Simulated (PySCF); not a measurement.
## Dipole moment and polarisability of `O=C1C[SiH2][SiH2][SiH2]1`

Compound: C2H8OSi3.
Cartesian coordinates in Å at the GFN2-xTB level; atoms count from 1:
```
atom  x, y, z in Å
O1     0.0887   -1.5773    2.0568
C2     0.1456   -1.1785    0.9122
C3    -1.0558   -1.0841    0.0272
Si4   -1.4602    0.7750   -0.2813
Si5    0.7288    1.5437   -0.5603
Si6    1.7637   -0.4067    0.1832
H7    -1.8988   -1.6163    0.4669
H8    -0.8200   -1.5346   -0.9378
H9    -2.1874    1.2820    0.8868
H10   -2.4079    0.8075   -1.4021
H11    1.0340    2.7494    0.2222
H12    1.0576    1.9320   -1.9395
H13    2.2316   -1.2955   -0.8882
H14    2.7795   -0.3968    1.2316
```

Level: CAM-B3LYP/def2-SVPD (PySCF), static field, nuclei fixed, core orbitals frozen in the response. The polarisability tensor in these axes (au):

```
x   119.79  -1.61   1.23
y    -1.61 107.57 -12.86
z     1.23 -12.86  97.95
```

Q: What are the eigenvalues, a third of the trace, and Δα (Δα² = ½Σ(αi − αj)² over the three pairs)?

A: Principal values 89.03, 115.53 and 120.76 au; mean 108.44 au = 16.07 Å³ = 17.88 × 10⁻⁴⁰ C²·m²/J; Δα = 29.46 au (27 % of the mean).

Q: What is the dipole moment, and where does it point?

A: (-0.08, 1.29, -2.77) D, 3.06 D in size, pointing from the negative to the positive side. Measured along this direction, the outermost atoms are O1 at the negative end and H12 at the positive end.

Q: Estimate the molar refractivity from the static electronic polarisability.

A: Lorentz–Lorenz: R = (4π/3)N_A α = 2.5225 cm³/(mol·Å³) × 16.07 Å³ = 40.5 cm³/mol, in the limit of long wavelengths.

Q: Directions of the eigenvectors, and the extent of the frame along each?

A: Largest value along (0.90, -0.35, 0.25), where the nuclei span 5.76 Å; middle along (0.43, 0.74, -0.51), 5.14 Å; least along (0.00, 0.57, 0.82), 3.39 Å. The response follows the extents in order.

Q: Refractivity n − 1 of an ideal gas of it at 500 K and 1 atm, from the electronic α?

A: N = p/kT = 1.4678 × 10¹⁹ cm⁻³, so n − 1 = 2π × N × 16.07 × 10⁻²⁴ cm³ = 1482 × 10⁻⁶ at long wavelengths.

Q: How large is μ²/3kT at 400 K beside α?

A: In Gaussian units μ²/3kT = 56.36 Å³ against 16.07 Å³, a ratio of 3.51; the Debye molar polarisation (4π/3)N_A(α + μ²/3kT) is 182.7 cm³/mol, leaving out the vibrational part.

One conformer (not necessarily the lowest) at the GFN2-xTB geometry, without solvent, vibrations or thermal averaging.

The run behind these numbers computed excited states as well. Time: 75 s (with the writing of density and orbital grids); peak memory 0.91 GiB. Hardware: an Arm Neoverse N1 with one thread, shared host with 64 logical CPUs at a one-minute load of 56.
